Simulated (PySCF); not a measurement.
**Static response to an electric field**

C5H4FNS.
Numbering: `[N:1]#[C:2][C@H:3]1[CH:4]=[C:5]([F:6])[S:7][CH2:8]1` (hydrogens: H9 on C3; H10 on C4; H11, H12 on C8)

Geometry (GFN2-xTB, Å), atoms numbered from 1 in this order:
```
atom  x, y, z in Å
N1    -1.6176    2.3613    0.4276
C2    -1.0925    1.4542   -0.0254
C3    -0.4157    0.2970   -0.5825
C4     1.0634    0.4384   -0.3488
C5     1.5472   -0.3904    0.5679
F6     2.8105   -0.4295    0.9718
S7     0.4237   -1.5352    1.2820
C8    -0.8826   -0.9968    0.1129
H9    -0.6491    0.2622   -1.6533
H10    1.6422    1.1934   -0.8486
H11   -1.8029   -0.8525    0.6770
H12   -1.0254   -1.8029   -0.6066
```

Level: wB97X-D/def2-SVPD (PySCF), static field, nuclei fixed, core orbitals frozen in the response. The polarisability tensor in these axes (au):

```
x   78.32 -7.43  3.06
y   -7.43 83.83 -9.73
z    3.06 -9.73 69.06
```

**Question.** What are the eigenvalues, a third of the trace, and Δα (Δα² = ½Σ(αi − αj)² over the three pairs)?

**Answer.** Principal values 64.20, 73.98 and 93.03 au; mean 77.07 au = 11.42 Å³ = 12.71 × 10⁻⁴⁰ C²·m²/J; Δα = 25.40 au (33 % of the mean).

**Question.** What is the dipole moment, and where does it point?

**Answer.** (-0.03, -2.57, -2.59) D, 3.65 D in size, pointing from the negative to the positive side. Measured along this direction, the outermost atoms are N1 at the negative end and H12 at the positive end.

**Question.** Find the Langevin capture rate constant for H3O+ (19.018 u) meeting this molecule (129.005 u), k = 2.342 × 10⁻⁹ cm³/s × √(α in Å³ / reduced mass in u).

**Answer.** The reduced mass is 16.57 u, so k = 1.94 × 10⁻⁹ cm³/s. The formula leaves out the permanent dipole, which adds to the capture rate.

**Question.** Refractivity n − 1 of an ideal gas of it at 350 K and 1 atm, from the electronic α?

**Answer.** N = p/kT = 2.0968 × 10¹⁹ cm⁻³, so n − 1 = 2π × N × 11.42 × 10⁻²⁴ cm³ = 1505 × 10⁻⁶ at long wavelengths, for an ideal gas.

**Question.** What depolarisation ratio follows for Rayleigh scattering of linearly polarised light, taking the static tensor?

**Answer.** ρ = 3Δα²/(45ᾱ² + 4Δα²) = 1935.6/(267291 + 2580.8) = 0.00717.

**Question.** Directions of the eigenvectors, and the extent of the frame along each?

**Answer.** Largest value along (-0.48, 0.79, -0.38), where the nuclei span 4.53 Å; middle along (0.88, 0.41, -0.26), 4.24 Å; least along (0.05, 0.46, 0.89), 2.80 Å. The response follows the extents in order.

Geometry: GFN2-xTB, one conformer, isolated molecule.
